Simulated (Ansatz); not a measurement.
A made-up structure of CH5BSe, singlet:

```xyz
8
angstrom
B -0.7207 0.3305 -0.5657
C 0.5232 0.5700 0.3270
Se 0.7366 -1.3339 -0.2387
H -1.7606 0.0184 -0.0642
H -0.6595 0.6044 -1.7290
H 1.9413 -2.0159 -0.8417
H 1.3903 1.1017 -0.0557
H 0.0268 -1.8972 0.9160
```

It is relaxed with PBE-D4/def2-SVP and then PBE0-D4/def2-TZVP (Ansatz 0.2.0). Atoms count as bonded within 1.22 times the sum of their covalent radii (H–H: 0.88 Å). The end point is not checked to be a true minimum.

Task: Does its bonding change? (Judge from chemistry; the calculation decides.)

Result: The calculation gives: Yes. Formed: none; broken: B1–Se3.

Where it ends: The first stage lowers the energy by 3.48 eV in 13 steps. It ends as CH₅BSe ([BH2][CH][SeH2]):
B1  (-0.838, 0.605, -0.841)
C2  (0.437, 0.149, -0.286)
Se3  (0.465, -1.650, 0.084)
H4  (-1.742, -0.172, -1.015)
H5  (-0.989, 1.760, -1.127)
H6  (1.750, -2.190, -0.462)
H7  (1.350, 0.684, -0.060)
H8  (1.045, -1.807, 1.455)
(Å)

Labels in which every atom is bracketed show which atoms are joined, not bond orders.

For scale, one of the runs: PBE0-D4/def2-TZVP relaxation, 140 basis functions, launched by `ansatz run in.yaml --threads 2 --pin off --events-out ev --progress --plain --max-ram 4352MiB`. Hardware: 2 CPU threads of an Arm Neoverse V2, shared host. Wall time about 19 s.
